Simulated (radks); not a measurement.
The numbers below are computed, except where a source is named.
Ionisation of Os, [Xe] 4f14 5d6 6s2, to Os+, [Xe] 4f14 5d6 6s1, under several functionals. Dirac Kohn-Sham, spin-unpolarised, spherical densities, finite nucleus; open shells fill j = l - 1/2 first; a radial shooting solver on a logarithmic mesh with Libxc functionals.

revPBE: E(Os) (hartree) -17279.0342; Exc (hartree) -341.1874; IE (eV) 9.421; -e(HOMO) (eV) 5.623; <r> HOMO (bohr) 1.864; IE error (eV) +0.983
SOGGA: E(Os) (hartree) -17273.1192; Exc (hartree) -335.2166; IE (eV) 9.440; -e(HOMO) (eV) 5.611; <r> HOMO (bohr) 1.864; IE error (eV) +1.002
HCTH/407: E(Os) (hartree) -17288.6935; Exc (hartree) -351.2297; IE (eV) 9.515; -e(HOMO) (eV) 5.921; <r> HOMO (bohr) 1.844; IE error (eV) +1.077
exchange-only B88: E(Os) (hartree) -17275.5590; Exc (hartree) -337.6645; IE (eV) 8.772; -e(HOMO) (eV) 4.762; <r> HOMO (bohr) 1.885; IE error (eV) +0.334
Wu-Cohen GGA: E(Os) (hartree) -17277.4916; Exc (hartree) -339.6340; IE (eV) 9.571; -e(HOMO) (eV) 5.700; <r> HOMO (bohr) 1.865; IE error (eV) +1.133

NIST Atomic Spectra Database: 8.438 eV (measured). Closest: exchange-only B88. The Delta-SCF values span 0.80 eV, the total energies 15.57 hartree. The highest occupied level is 5d5/2. Spin polarisation and multiplet splitting are left out, so open shells lie too high by an amount that depends on their filling.

Beside tabulated values, note that spin-unpolarised runs miss the spin-polarisation part of the exchange energy of open shells.
